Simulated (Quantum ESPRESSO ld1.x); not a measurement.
Results of a calculation; reference values are marked as such.
Task: Re4+, configuration [Xe] 4f14 5d3. Code: ld1.x of Quantum ESPRESSO 7.5. Model: Dirac Kohn-Sham, LDA (Slater exchange, VWN5 correlation), spin-unpolarised, spherical densities, point nucleus; open shells fill j = l - 1/2 first. Some entries of the table are withheld. Estimate them.

orbital,occ.,eigenvalue (hartree),r(max) (bohr),<r^2> (bohr^2)
1s1/2,2,-2629.35,0.011,0.0004483
2s1/2,2,-456.962,0.065,0.006824
2p1/2,2,-437.419,0.048,0.004862
2p3/2,4,-384.563,0.055,0.006060
3s1/2,2,-107.026,0.182,0.04454
3p1/2,2,(1),(2),0.04080
3p3/2,4,(3),(4),0.04736
3d3/2,4,-72.1114,0.145,0.03661
3d5/2,6,-69.6184,0.148,0.03841
4s1/2,2,-23.6025,0.412,0.2195
4p1/2,2,-19.9608,0.412,0.2258
4p3/2,4,-17.2745,0.443,0.2609
4d3/2,4,(5),0.440,0.2825
4d5/2,6,(6),0.447,0.2955
5s1/2,2,-4.74980,0.933,1.188
5p1/2,2,-3.63275,0.995,1.417
4f5/2,6,-3.24464,0.412,0.4086
5p3/2,4,-3.21117,1.08,1.662
4f7/2,8,-3.15193,0.419,0.4213
5d3/2,3,-1.71426,1.33,2.857
5d5/2,0,-1.66865,1.37,2.994

Result: 
(1) 3p1/2 eigenvalue (hartree): -98.2923
(2) 3p1/2 r(max) (bohr): 0.171
(3) 3p3/2 eigenvalue (hartree): -86.8163
(4) 3p3/2 r(max) (bohr): 0.185
(5) 4d3/2 eigenvalue (hartree): -11.2879
(6) 4d5/2 eigenvalue (hartree): -10.7916
